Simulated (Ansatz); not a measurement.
The same path of C$_{2}$H$_{8}$AlNOSi (14 atoms, charge 0, multiplicity 1) was run twice with different band settings. Lost on the way: N2–C3, C3–H10. Made: N2–H10, C3–Al5.

The calculation used RKS PBE-D4/STO-3G (Ansatz).

Relaxed end points:

```xyz
14
Properties=species:S:1:pos:R:3
C -1.721 0.533 -1.428
N -0.718 0.141 -0.376
C -1.364 -0.328 0.832
O -2.615 -0.398 1.001
Al 1.056 0.242 -0.594
Si 2.362 -0.435 1.166
H -1.621 -0.087 -2.345
H -2.722 0.359 -0.970
H -1.623 1.602 -1.713
H -0.584 -0.619 1.601
H 1.490 0.769 -1.940
H 3.785 -0.252 0.915
H 2.187 -1.847 1.483
H 2.073 0.291 2.397
```

```xyz
14
Properties=species:S:1:pos:R:3
C -1.687 1.054 -1.188
N -0.761 0.541 -0.133
C -0.949 -1.414 0.288
O -2.060 -1.739 0.681
Al 0.706 -0.584 -0.373
Si 2.320 -0.427 1.257
H -1.560 0.446 -2.108
H -2.755 0.990 -0.875
H -1.475 2.118 -1.451
H -0.906 1.100 0.752
H 0.941 -0.955 -1.819
H 3.477 0.359 0.845
H 2.855 -1.720 1.666
H 1.842 0.200 2.484
```

Common settings: movable images 7; climbing image yes; spring 5.0 eV/Å²; optimiser quadratic models (default); force threshold 0.05 eV/Å; end points relaxed.

| run | start path | iteration limit |
| --- | --- | --- |
| 1 | through a guess of the saddle point | 48 |
| 2 | straight line | 60 |

Q: What does each run give, and how far can it be trusted?

A: Run 1: converged after 22 iterations, highest image 3.481 eV above the first end. Neighbouring images differ by up to 2.6 eV, so the band resolves the path poorly. A vibrational analysis at the climbing image gives one clearly imaginary mode, 1686i cm⁻¹: a first-order saddle point.
Run 2: converged after 22 iterations, highest image 3.481 eV above the first end. Neighbouring images differ by up to 2.6 eV, so the band resolves the path poorly. Another band between the same ends (7 images) ends at a top of the same energy, where a vibrational analysis finds 1 clearly imaginary mode.
The orbitals stay closed-shell, which can raise the energy where a bond breaks towards radicals; this wasn't checked here. Limits of this set-up: minimal basis.
